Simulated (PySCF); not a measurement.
# Radial density of Sm³⁴⁺ (samarium, charge +34)

TPSSh, [Ar] 3d10, closed-shell 1S. All numbers are calculated (PySCF 2.14, the spin-free X2C one-electron Hamiltonian (Gaussian nucleus), in an even-tempered Gaussian basis (18 s from 5.6 bohr⁻², ratio 2.5; 13 p from 7.3 bohr⁻², ratio 2.5; 8 d from 7.3 bohr⁻², ratio 2.5; 4 f from 33 bohr⁻², ratio 2.7; 3 g from 50 bohr⁻², ratio 2.7)).

```
r (bohr)  4πr²ρ (e/bohr)
  0.0242           74.12
  0.0407           78.55
  0.0684           106.4
   0.115           79.40
   0.194           86.99
   0.326           39.21
   0.548           1.219
   0.921        0.001560
```

Densities and radii are taken from the X2C orbitals without a picture-change correction, which distorts them close to the nucleus.

Spin-orbit coupling, which splits the p, d and f shells strongly at this Z, is absent.
